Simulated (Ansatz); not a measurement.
Input and output for `FC(F)(F)Sc1ccc(Sc2ccc(Sc3ccc(C(F)(F)F)cc3)cc2)cc1`.

```yaml
crystal:
  periodic: [false, false, false]
  atoms:
    - {symbol: F, position_ang: [5.526488, 2.078161, 1.466031]}
    - {symbol: C, position_ang: [6.424529, 2.374045, 0.502533]}
    - {symbol: F, position_ang: [7.415472, 3.098752, 1.049193]}
    - {symbol: F, position_ang: [5.786588, 3.134321, -0.409424]}
    - {symbol: S, position_ang: [7.177131, 0.873261, -0.240196]}
    - {symbol: C, position_ang: [5.677616, 0.135384, -0.877907]}
    - {symbol: C, position_ang: [4.879832, -0.676001, -0.046873]}
    - {symbol: C, position_ang: [3.713083, -1.262137, -0.546723]}
    - {symbol: C, position_ang: [3.323157, -1.027264, -1.882715]}
    - {symbol: S, position_ang: [1.894941, -1.795388, -2.616344]}
    - {symbol: C, position_ang: [0.700926, -1.804507, -1.295040]}
    - {symbol: C, position_ang: [-0.135413, -2.931014, -1.173076]}
    - {symbol: C, position_ang: [-1.158850, -2.947956, -0.214510]}
    - {symbol: C, position_ang: [-1.331326, -1.856520, 0.655724]}
    - {symbol: S, position_ang: [-2.566728, -1.948853, 1.939429]}
    - {symbol: C, position_ang: [-3.686608, -0.631484, 1.518085]}
    - {symbol: C, position_ang: [-4.589000, -0.222271, 2.524802]}
    - {symbol: C, position_ang: [-5.530858, 0.775572, 2.261276]}
    - {symbol: C, position_ang: [-5.579234, 1.388825, 0.996143]}
    - {symbol: C, position_ang: [-6.551134, 2.511820, 0.741271]}
    - {symbol: F, position_ang: [-6.052718, 3.707876, 1.151191]}
    - {symbol: F, position_ang: [-7.717991, 2.326222, 1.406822]}
    - {symbol: F, position_ang: [-6.845287, 2.638079, -0.575604]}
    - {symbol: C, position_ang: [-4.682042, 0.981471, -0.005383]}
    - {symbol: C, position_ang: [-3.744282, -0.026116, 0.246458]}
    - {symbol: C, position_ang: [-0.477693, -0.737053, 0.547521]}
    - {symbol: C, position_ang: [0.513695, -0.698761, -0.435773]}
    - {symbol: C, position_ang: [4.123268, -0.216168, -2.713704]}
    - {symbol: C, position_ang: [5.299922, 0.356113, -2.214795]}
    - {symbol: H, position_ang: [5.186975, -0.851362, 0.994324]}
    - {symbol: H, position_ang: [3.101482, -1.907309, 0.100465]}
    - {symbol: H, position_ang: [0.016356, -3.797057, -1.834646]}
    - {symbol: H, position_ang: [-1.825088, -3.819135, -0.129910]}
    - {symbol: H, position_ang: [-4.546559, -0.689591, 3.520425]}
    - {symbol: H, position_ang: [-6.236123, 1.085073, 3.046148]}
    - {symbol: H, position_ang: [-4.728245, 1.448664, -0.999683]}
    - {symbol: H, position_ang: [-3.057926, -0.346302, -0.549859]}
    - {symbol: H, position_ang: [-0.609230, 0.115081, 1.230898]}
    - {symbol: H, position_ang: [1.158576, 0.187060, -0.530752]}
    - {symbol: H, position_ang: [3.810939, -0.022553, -3.750941]}
    - {symbol: H, position_ang: [5.921358, 0.999024, -2.854900]}
basis:
  gaussian: {orbitals: pcseg-2, fitting: {mean_field: def2-universal-jkfit}}
magnetization: {spin_polarized: true, initial_magnetization: 2}
hamiltonian: {xc: {name: r2SCANh}, dispersion: d4}
scf: {omitted_lower_state_checks: [starts]}
output: {forces: true}
```

```sh
$ ansatz run in.yaml --threads 2 --pin off --events-out ev --progress --plain --max-ram 22528MiB --backend cuda --devices 0, --max-vram 18GiB
```

Shortened log:

```
Functional definition: r2SCANh
2562 factors; integrals over basis functions are off by at most 1.0e0 eV
mean field evaluation 1: about -69679.7016 eV, gradient 1.0e2 eV
mean field evaluation 2: about -68976.6638 eV, gradient 3.0e2 eV
mean field evaluation 4: about -69682.3977 eV, gradient 7.2e1 eV
mean field evaluation 8: about -69729.6108 eV, gradient 1.7e1 eV
mean field evaluation 16: about -69732.7707 eV, gradient 5.4e-1 eV
mean field evaluation 32: about -69732.7761 eV, gradient 6.8e-3 eV
mean field -69732.77613976 eV, -2562.6322565630 hartree, gradient 7.0e-6 eV, S^2 2.017831; 0 other end points of the search recorded, 0 dependent functions left out
reference -69732.77617227 eV, -2562.6322577576 hartree; 118, 116 occupied and 932, 934 virtual orbitals, 2562 factors
Total energy: -69733.30841177 eV, -2562.6518171986 hartree
Atom 0 force     0.466077     0.271420    -0.467741 eV/Å
Atom 1 force    -0.004942    -0.088805    -0.029763 eV/Å
Atom 2 force    -0.553674    -0.241701    -0.211104 eV/Å
Atom 3 force     0.304230    -0.285123     0.532751 eV/Å
Atom 4 force    -0.619475     0.155467     0.007250 eV/Å
Atom 5 force    -0.176411    -0.083437     0.059376 eV/Å
Atom 6 force    -0.163640    -0.102992    -0.112091 eV/Å
Atom 7 force     0.020688     0.105354     0.339708 eV/Å
Atom 8 force     0.226987    -0.130126    -0.304398 eV/Å
Atom 9 force    -0.527848     0.396335     1.725916 eV/Å
Atom 10 force     1.647875     0.007091    -1.896308 eV/Å
Atom 11 force    -2.250707    -1.508689     0.966803 eV/Å
Atom 12 force     1.411681    -1.634793    -1.866048 eV/Å
Atom 13 force    -1.378170     0.084841     1.586407 eV/Å
Atom 14 force     0.559381     0.336605    -1.270880 eV/Å
Atom 15 force    -0.360437     0.335956     0.152671 eV/Å
Atom 16 force    -0.087688     0.185470    -0.090704 eV/Å
Atom 17 force     0.059273    -0.039949     0.021408 eV/Å
Atom 18 force     0.377720    -0.377164     0.062897 eV/Å
Atom 19 force    -0.092509     0.013715    -0.042975 eV/Å
Atom 20 force    -0.311978    -0.533901    -0.222066 eV/Å
Atom 21 force     0.580617     0.177480    -0.390470 eV/Å
Atom 22 force     0.100574    -0.001653     0.736898 eV/Å
Atom 23 force    -0.012938    -0.004382     0.068890 eV/Å
Atom 24 force    -0.002912     0.076570     0.007556 eV/Å
Atom 25 force     1.582141     1.430530    -1.075738 eV/Å
Atom 26 force    -0.783417     1.381581     2.027074 eV/Å
Atom 27 force     0.312793     0.235904     0.029919 eV/Å
Atom 28 force    -0.309522    -0.037437    -0.234635 eV/Å
Atom 29 force    -0.198919     0.077971    -0.634065 eV/Å
Atom 30 force     0.343470     0.368118    -0.408713 eV/Å
Atom 31 force    -0.202097     0.510892     0.386856 eV/Å
Atom 32 force     0.474332     0.478131    -0.096678 eV/Å
Atom 33 force    -0.027347     0.276768    -0.595357 eV/Å
Atom 34 force     0.417634    -0.187329    -0.460833 eV/Å
Atom 35 force     0.045042    -0.289352     0.591335 eV/Å
Atom 36 force    -0.397640     0.150597     0.488723 eV/Å
Atom 37 force     0.106563    -0.457736    -0.477903 eV/Å
Atom 38 force    -0.408383    -0.519832     0.120747 eV/Å
Atom 39 force     0.212001    -0.119573     0.607971 eV/Å
Atom 40 force    -0.378426    -0.412823     0.367314 eV/Å
Dipole moment:     0.162607    -0.602080    -0.217422 e Å
Checks for a lower state left out: starts
```

Run time 50 s (2 threads of AMD EPYC 7R13 on a shared host and a share (18 GiB) of an NVIDIA H100 80GB HBM3), peak host memory 2.1 GiB.
